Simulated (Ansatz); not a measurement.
Reactions of `O[SiH2]C=C[SiH3]`.

Gas-phase electronic energies from Ansatz, PBE0-D4/def2-TZVP geometries. CCSD(T)/CBS adds triple-zeta CCSD(T) − MP2 to the extrapolated MP2 energy (def2 sets, frozen cores). This one scheme is used for every species. Double bonds are as drawn, so ΔE can hold a change between cis and trans. DFT in def2-TZVPP. Elements past krypton have def2 core potentials. For As, Ge, Nb, Se outer-core shells are correlated without core-valence functions, which leaves a few kJ/mol of doubt a bond. Scalar relativity is left out up to krypton. Each species was taken in one conformer, which may not be the lowest.

| reaction | B2PLYP (kcal/mol) | CCSD(T)/CBS(def2) (kcal/mol) |
| --- | --- | --- |
| `O[SiH2]/C=C/[SiH3]` + `O[SiH]1C=C1` → `O[SiH2]O[SiH]1C=C1` + `C=C[SiH3]` | -29.4 | -28.8 |
| `O[SiH2]/C=C/[SiH3]` + `[CH3][Nb]([OH])([OH])=[S]` → `C[SiH2]/C=C/[SiH3]` + `[OH][Nb]([OH])([OH])=[S]` | -11.9 | -10.6 |
| `O[SiH2]/C=C/[SiH3]` + `S[SiH2]Cl` → `O[SiH2]S[SiH2]Cl` + `C=C[SiH3]` | -16.7 | -17.7 |
| `O[SiH2]/C=C/[SiH3]` + `C[CH2][GeH3]` → `C[CH]([SiH3])[GeH3]` + `C=C[SiH2]O` | 1.4 | -0.1 |
| `O[SiH2]/C=C/[SiH3]` + `C[O][AlH][SH]` → `C[O][AlH][S][SiH3]` + `C=C[SiH2]O` | -13.9 | -14.7 |
| `O[SiH2]/C=C/[SiH3]` + `C=C[SiH2]N` → `C=C[SiH2]N[SiH2]O` + `C=C[SiH3]` | -17.0 | -17.7 |
| `O[SiH2]/C=C/[SiH3]` + arsine → `[SiH3][AsH2]` + `C=C[SiH2]O` | -7.1 | -7.4 |
| `O[SiH2]/C=C/[SiH3]` + `C[SiH2]O` → `C[SiH2]O[SiH3]` + `C=C[SiH2]O` | -26.3 | -25.6 |
| `O[SiH2]/C=C/[SiH3]` + H₂Se → `O[SiH2]/C=C/[SeH]` + SiH₄ | 6.0 | 7.1 |
| `O[SiH2]/C=C/[SiH3]` + `N=C=O` → `O=C=N[SiH2]O` + `C=C[SiH3]` | -25.2 | -24.2 |

Largest T1 diagnostic: 0.023, for `[OH][Nb]([OH])([OH])=[S]`.
